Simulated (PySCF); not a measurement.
**Y2O3 at several levels of theory**

Computed with PySCF 2.14.0 (density fitting, no spin-orbit coupling) at the geometry relaxed with r2SCAN:

```xyz
5
Y2O3 (singlet)
Y     0.0000    0.0000    1.3661
Y     0.0000    0.0000   -1.3661
O     1.5427    0.0000    0.0000
O    -0.7714    1.3361    0.0000
O    -0.7714   -1.3360    0.0000
```

```csv
level,basis,state,HOMO (eV),gap (eV),charge on Y1 (e),dipole about the centre of mass (D),largest force component (eV/Å)
r2SCAN,"Y def2-SVP with ECP28, O def2-SVP",singlet,-4.01,2.54,0.88,0.00,0.04
r2SCAN,"Y def2-TZVP with ECP28, O def2-TZVP",singlet,-4.13,2.63,1.17,0.00,0.11
r2SCAN,"Y x2c-SVPall, O x2c-SVPall",singlet,-4.03,2.52,0.91,0.00,0.09
```

Charges are Mulliken's, which hang on the basis. The relaxation used the grid (50, 194), these runs (75, 302) or, all-electron (x2c bases, spin-free X2C Hamiltonian), (99, 590).

(1) Order these levels, in the first row's basis, by the HOMO–LUMO gap they give here, smallest first.
A. PBE0
B. B3LYP
C. BP86
D. PBE

(2) And their other results?

No frequency check is given that shows the relaxed geometry to be a minimum.

## Answers

(1) D (1.98 eV), C (2.14 eV), B (3.26 eV), A (3.75 eV).

(2) 
```csv
level,state,HOMO (eV),gap (eV),charge on Y1 (e),dipole about the centre of mass (D),largest force component (eV/Å)
B3LYP,singlet,-4.96,3.26,0.85,0.00,0.31
PBE0,singlet,-5.15,3.75,0.89,0.00,0.37
PBE,singlet,-3.92,1.98,0.73,0.00,0.27
BP86,singlet,-4.00,2.14,0.74,0.00,0.28
```
